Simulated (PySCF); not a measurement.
Compound: C3H2BrFO.
Numbering: `[O:1]=[CH:2]/[CH:3]=[C:4](/[F:5])[Br:6]` (hydrogens: H7 on C2; H8 on C3)

Computed by this run: PBE0-D3(BJ)/def2-SVP geometry optimisation, gas phase (PySCF); density fitting, grid level 1; the optimiser is geomeTRIC in internal coordinates, started from a GFN2-xTB structure with every atom displaced at random (about 0.01 Å).

Geometry at step 2:
```
atom  x, y, z in Å
O1     -2.1269   -0.7535    0.8035
C2     -1.2582   -0.0233    0.3948
C3      0.1440   -0.4486    0.2839
C4      1.0975    0.1560   -0.4375
F5      2.3022   -0.3583   -0.5687
Br6     0.9888    1.8348   -1.2468
H7     -1.4774    1.0140    0.0400
H8      0.3845   -1.4405    0.6773
```

Q: What forces act on the atoms?

A: 
```json
{"atom": "O1", "Fx (eV/Å)": "0.058", "Fy (eV/Å)": "0.103", "Fz (eV/Å)": "0.091"}
{"atom": "C2", "Fx (eV/Å)": "0.061", "Fy (eV/Å)": "0.017", "Fz (eV/Å)": "-0.133"}
{"atom": "C3", "Fx (eV/Å)": "-0.075", "Fy (eV/Å)": "-0.304", "Fz (eV/Å)": "-0.364"}
{"atom": "C4", "Fx (eV/Å)": "0.288", "Fy (eV/Å)": "0.205", "Fz (eV/Å)": "0.391"}
{"atom": "F5", "Fx (eV/Å)": "-0.211", "Fy (eV/Å)": "-0.056", "Fz (eV/Å)": "0.000"}
{"atom": "Br6", "Fx (eV/Å)": "-0.130", "Fy (eV/Å)": "0.011", "Fz (eV/Å)": "-0.073"}
{"atom": "H7", "Fx (eV/Å)": "-0.018", "Fy (eV/Å)": "-0.002", "Fz (eV/Å)": "0.022"}
{"atom": "H8", "Fx (eV/Å)": "0.027", "Fy (eV/Å)": "0.025", "Fz (eV/Å)": "0.066"}
```

The largest, 0.53 eV/Å, acts on C4; the rms over all components is 0.162 eV/Å. The forces sum to zero within rounding, as they must for an isolated molecule in no field.

Q: Give the force on C4 in Eh/bohr and in nN.

A: 0.527 eV/Å ÷ 51.422 = 0.01024 Eh/bohr, and 0.527 eV/Å × 1.602 = 0.84 nN.

Q: How far is this geometry from the end of the optimisation?

A: 0.038 eV above it, and 0.094 Å rms away after alignment. The bonds farthest from their final lengths, with half the difference of the two atoms' forces along the bond (positive lengthens):

| bond | now (Å) | final (Å) | force along bond (eV/Å) |
| --- | --- | --- | --- |
| C4–F5 | 1.316 | 1.311 | -0.16 |
| C2–C3 | 1.469 | 1.467 | -0.01 |
| C4–Br6 | 1.867 | 1.869 | +0.03 |

The angle farthest from its final value is C2–C3–H8, 116.4° against 117.6°.

The cost below is that of the whole optimisation. Hardware: an Arm Neoverse V2 with one thread, shared host. Cost: 53 s wall, 0.45 GiB resident at most.
